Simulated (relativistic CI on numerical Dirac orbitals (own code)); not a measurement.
## Charge states of thallium

Computed by Dirac-Coulomb-Breit CI, KLI orbitals optimised for each configuration, model QED (radiative potential, 1s self-energy scaled to tabulated hydrogen-like ionisation energies), valence Slater integrals scaled by 0.9 (own radial code, finite nucleus).

Each species is treated in one configuration, given outside its closed core. Radial values are for the open shell of highest l, unscaled and averaged over j; ζ includes the Breit term. Labels give the leading LS character, summed over repeated terms.

```csv
Ion,Configuration,Its lowest level,LS weight (%),g_J,g√(J(J+1)),Next level,E (cm⁻¹),ζ (cm⁻¹)
Tl²⁴⁺,4d10.4f11,4I°_15/2,90,1.184,9.45,J = 9/2 (mixed),27418,11480
Tl²⁵⁺,4d10.4f10,5I_8,75,1.212,10.28,5I_7,33328,11870
Tl²⁶⁺,4d10.4f9,?,?,?,?,?,?,?
Tl²⁷⁺,4d10.4f8,7F_6,64,1.418,9.19,J = 4 (mixed),14590,12660
Tl²⁸⁺,4d10.4f7,8S°_7/2,66,1.873,7.43,J = 7/2 (mixed),52749,13060
Tl²⁹⁺,4d10.4f6,J = 0 (mixed),44,,0.00,7F_1,22424,13480
Tl³⁰⁺,4d10.4f5,J = 5/2 (mixed),45,0.538,1.59,6H°_7/2,25896,13900
Tl³¹⁺,4d10.4f4,5I_4,67,0.681,3.04,5I_5,31513,14340
Tl³²⁺,4d10.4f3,4I°_9/2,73,0.779,3.87,4I°_11/2,41532,14780
Tl³³⁺,4d10.4f2,3H_4,84,0.831,3.72,3F_2,25099,15230
Tl³⁴⁺,4d10.4f,2F°_5/2,100,0.852,2.52,2F°_7/2,55112,15690
Tl³⁵⁺,4d10,1S_0,100,,0.00,,,
Tl³⁶⁺,4d9,2D_5/2,100,1.195,3.54,2D_3/2,220700,88100
Tl³⁷⁺,4d8,3F_4,87,1.213,5.42,J = 2 (mixed),29652,89590
Tl³⁸⁺,4d7,4F_9/2,59,1.225,6.10,J = 3/2 (mixed),42036,91090
Tl³⁹⁺,4d6,J = 4 (mixed),41,1.248,5.58,J = 2 (mixed),26149,92610
Tl⁴⁰⁺,4d5,J = 5/2 (mixed),25,1.293,3.82,J = 5/2 (mixed),187050,94140
Tl⁴¹⁺,4d4,3P_0,60,,0.00,5D_1,205800,95680
Tl⁴²⁺,4d3,J = 3/2 (mixed),45,0.721,1.40,4F_5/2,211600,97250
Tl⁴³⁺,4d2,3F_2,73,0.766,1.88,3P_0,75584,98820
Tl⁴⁴⁺,4d,2D_3/2,100,0.794,1.54,2D_5/2,251630,100400
Tl⁴⁵⁺,3d10.4s2.4p6,1S_0,100,,0.00,,,
Tl⁴⁶⁺,3d10.4s2.4p5,2P°_3/2,100,1.328,2.57,2P°_1/2,1.2276e+06,817800
Tl⁴⁷⁺,3d10.4s2.4p4,3P_2,69,1.338,3.28,1S_0,79149,827800
```

**Question.** Fill in the row of Tl²⁶⁺.

**Answer.** Its lowest level 6H°_15/2; LS weight (%) 65; g_J 1.272; g√(J(J+1)) 10.16; Next level J = 9/2 (mixed); E (cm⁻¹) 23869; ζ (cm⁻¹) 12260.
